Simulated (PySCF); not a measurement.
Computed shifts of a molecule CH₅FOSi, PBE/pcSseg-1 (PySCF), GIAO, gas phase, equivalent atoms averaged, in ppm (number of nuclei): ¹³C: 2.7 (1). ²⁹Si: -0.6 (1). ¹⁹F: -169.6 (1). ¹H: 5.26 (1), 2.21 (1), 0.48 (3). References: ¹³C against TMS (σ = 182.0 ppm); ²⁹Si against TMS (σ = 335.4 ppm); ¹⁷O against H2O (σ = 334.3 ppm); ¹⁹F against CFCl3 (σ = 133.6 ppm); ¹H against TMS (σ = 31.49 ppm), references at their B3LYP-D3(BJ)/def2-TZVP geometries, non-relativistic. Coordinates come from a B3LYP-D3(BJ)/def2-SVP optimisation. One conformer was computed; it need not be the lowest.

Q: Which molecule gave these data?
A. OC[SiH2]F
B. O[SiH2]CF
C. CO[SiH2]F
D. C[Si@H](O)F

A: D, C[Si@H](O)F
